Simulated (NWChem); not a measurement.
System: C6H4Cl, doublet; SMILES Clc1[c]cccc1

```xyz
11

Cl    -0.0760    -2.2933     0.0000
C     -0.0394    -0.5374     0.0000
C     -1.1969     0.2033     0.0000
C     -1.2557     1.5784     0.0000
C     -0.0299     2.2648     0.0000
C      1.1715     1.5502     0.0000
C      1.1801     0.1526     0.0000
H     -2.2009     2.1143     0.0000
H     -0.0207     3.3516     0.0000
H      2.1174     2.0844     0.0000
H      2.1135    -0.4027     0.0000
```
Atoms are numbered in this order, from 1.

Level: B3LYP/6-31G* (spherical d), spin-unrestricted (NWChem), optimised geometry, unscaled harmonic frequencies. In the optimisation the excess spin sits in a' (Cs, its own frame).

```json
[
 {"frequency (cm⁻¹)": "184", "IR intensity (km/mol)": "0.5"},
 {"frequency (cm⁻¹)": "283", "IR intensity (km/mol)": "0.0"},
 {"frequency (cm⁻¹)": "410", "IR intensity (km/mol)": "2.9"},
 {"frequency (cm⁻¹)": "418", "IR intensity (km/mol)": "3.2"},
 {"frequency (cm⁻¹)": "488", "IR intensity (km/mol)": "0.6"},
 {"frequency (cm⁻¹)": "620", "IR intensity (km/mol)": "0.7"},
 {"frequency (cm⁻¹)": "670", "IR intensity (km/mol)": "0.0"},
 {"frequency (cm⁻¹)": "701", "IR intensity (km/mol)": "34.3"},
 {"frequency (cm⁻¹)": "750", "IR intensity (km/mol)": "54.5"},
 {"frequency (cm⁻¹)": "846", "IR intensity (km/mol)": "1.2"},
 {"frequency (cm⁻¹)": "936", "IR intensity (km/mol)": "1.1"},
 {"frequency (cm⁻¹)": "980", "IR intensity (km/mol)": "10.7"},
 {"frequency (cm⁻¹)": "981", "IR intensity (km/mol)": "0.0"},
 {"frequency (cm⁻¹)": "1044", "IR intensity (km/mol)": "8.9"},
 {"frequency (cm⁻¹)": "1110", "IR intensity (km/mol)": "33.5"},
 {"frequency (cm⁻¹)": "1135", "IR intensity (km/mol)": "9.1"},
 {"frequency (cm⁻¹)": "1187", "IR intensity (km/mol)": "2.1"},
 {"frequency (cm⁻¹)": "1259", "IR intensity (km/mol)": "2.2"},
 {"frequency (cm⁻¹)": "1343", "IR intensity (km/mol)": "0.2"},
 {"frequency (cm⁻¹)": "1457", "IR intensity (km/mol)": "6.4"},
 {"frequency (cm⁻¹)": "1476", "IR intensity (km/mol)": "33.7"},
 {"frequency (cm⁻¹)": "1585", "IR intensity (km/mol)": "6.7"},
 {"frequency (cm⁻¹)": "1642", "IR intensity (km/mol)": "8.0"},
 {"frequency (cm⁻¹)": "3189", "IR intensity (km/mol)": "1.0"},
 {"frequency (cm⁻¹)": "3201", "IR intensity (km/mol)": "5.1"},
 {"frequency (cm⁻¹)": "3208", "IR intensity (km/mol)": "12.3"},
 {"frequency (cm⁻¹)": "3217", "IR intensity (km/mol)": "8.1"}
]
```

```
Property                                                                                             Result
-----------------------------------------------------------------------------------------  ----------------
zero-point energy                                                                             49.0 kcal/mol
thermal correction to the enthalpy at 298.15 K (with zero-point energy)                       53.1 kcal/mol
heat capacity Cv                                                                           20.6 cal/(mol K)
entropy at 298.15 K and 1 atm (symmetry number 1, electronic part: spin degeneracy alone)  77.6 cal/(mol K)
dipole moment                                                                                        2.35 D
```

Rigid rotor and harmonic oscillator.
